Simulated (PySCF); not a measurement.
C₃H₆BrF, SMILES C([C@@H](F)C)Br.

Geometry: B3LYP-D3(BJ)/def2-SVP. Other conformers were not sampled.

Two levels are set side by side: TDA-PBE/def2-SVPD (PySCF) and TDA-ωB97X/def2-SVPD (PySCF). Vertical, same geometry. The lowest singlet is HOMO→LUMO 97 % with PBE and HOMO→LUMO 87 % with the other functional; states are paired by order. Differences are taken from unrounded values.

```
quantity                              TDA-ωB97X  TDA-PBE  TDA-PBE minus TDA-ωB97X
------------------------------------  ---------  -------  -----------------------
lowest singlet excitation (eV)             6.28     5.73                    -0.55
lowest triplet excitation (TDA) (eV)       5.57     5.08                    -0.48
```

A lower first singlet is the usual sign of a functional without exact exchange. Differences between two approximate levels are no errors against the true value.

Rough cost on one machine, each run with all the roots and properties that it gave: TDA-ωB97X against TDA-PBE about 5 times.
